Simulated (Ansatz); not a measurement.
```yaml
crystal:
  periodic: [false, false, false]
  atoms:
    - {symbol: N, position_ang: [0.196844, -3.392603, 2.451762]}
    - {symbol: P, position_ang: [3.068532, -2.026613, 1.923276]}
    - {symbol: Ga, position_ang: [2.135750, 1.442110, -0.571596]}
    - {symbol: O, position_ang: [4.251884, 3.992410, -1.196832]}
    - {symbol: O, position_ang: [-0.830615, 1.678417, -2.177357]}
    - {symbol: Al, position_ang: [-3.850792, 0.702216, -2.125951]}
    - {symbol: H, position_ang: [0.036511, -5.145289, 1.728955]}
    - {symbol: H, position_ang: [-1.430911, -2.413263, 2.287872]}
    - {symbol: H, position_ang: [3.338945, -0.540375, 4.147384]}
    - {symbol: H, position_ang: [3.537854, 5.212303, -2.336161]}
    - {symbol: H, position_ang: [-4.815586, -0.762553, 0.321229]}
    - {symbol: H, position_ang: [-5.638415, 1.253257, -4.452600]}
basis:
  gaussian: {orbitals: pcseg-2, nuclear_model: gaussian}
hamiltonian: {xc: {name: BLYP}, dispersion: d4}
output: {forces: true}
```

```sh
$ ansatz run in.yaml --threads 2 --pin off --events-out ev --progress --plain --max-ram 32768MiB --backend cuda --devices 0, --max-vram 18GiB
```

Shortened log:

```
Functional definition: BLYP
1674 factors; their error is unknown
mean field evaluation 1: about -73840.9723 eV, gradient 1.6e2 eV
mean field evaluation 2: about -72075.6674 eV, gradient 5.1e2 eV
mean field evaluation 4: about -73723.1478 eV, gradient 2.1e2 eV
mean field evaluation 8: about -73919.2802 eV, gradient 1.4e1 eV
mean field evaluation 16: about -73921.0390 eV, gradient 5.7e0 eV
mean field evaluation 32: about -73921.0675 eV, gradient 5.2e-4 eV
mean field evaluation 192: about -73921.0530 eV, gradient 3.1e-6 eV
mean field -73921.06748869 eV, -2716.5491247101 hartree, gradient 4.6e-6 eV, S^2 0.000000; 9 other end points of the search recorded, 0 dependent functions left out
reference -73921.06827485 eV, -2716.5491536011 hartree; 44, 44 occupied and 241, 241 virtual orbitals, 1674 factors
Total energy: -73921.46719196 eV, -2716.5638135345 hartree
Atom 0 at     0.196844    -3.392603     2.451762 Å, force    -1.765321    -0.895382    -0.632817 eV/Å
Atom 1 at     3.068532    -2.026613     1.923276 Å, force    -0.778568     0.761107     1.403179 eV/Å
Atom 2 at     2.135750     1.442110    -0.571596 Å, force    -0.194641     0.494749    -0.388307 eV/Å
Atom 3 at     4.251884     3.992410    -1.196832 Å, force    -1.942718     2.019788    -2.268578 eV/Å
Atom 4 at    -0.830615     1.678417    -2.177357 Å, force    -0.523703    -0.411963     0.343700 eV/Å
Atom 5 at    -3.850792     0.702216    -2.125951 Å, force     0.273060     0.061604     0.010736 eV/Å
Atom 6 at     0.036511    -5.145289     1.728955 Å, force     0.075792     3.158912     0.856244 eV/Å
Atom 7 at    -1.430911    -2.413263     2.287872 Å, force     2.703514    -1.775163    -0.155253 eV/Å
Atom 8 at     3.338945    -0.540375     4.147384 Å, force    -0.272199    -1.067188    -1.618481 eV/Å
Atom 9 at     3.537854     5.212303    -2.336161 Å, force     1.469913    -2.652748     2.444981 eV/Å
Atom 10 at    -4.815586    -0.762553     0.321229 Å, force     0.319622     0.487067    -0.795424 eV/Å
Atom 11 at    -5.638415     1.253257    -4.452600 Å, force     0.635249    -0.180783     0.800020 eV/Å
Dipole moment:    -0.272994    -0.399739    -0.134460 e Å
```

Problem. What is wrong with this run?

Solution. The coordinates are in bohr but typed as ångström. Self-consistency was reached. The result belongs to that input, not to the molecule as meant.
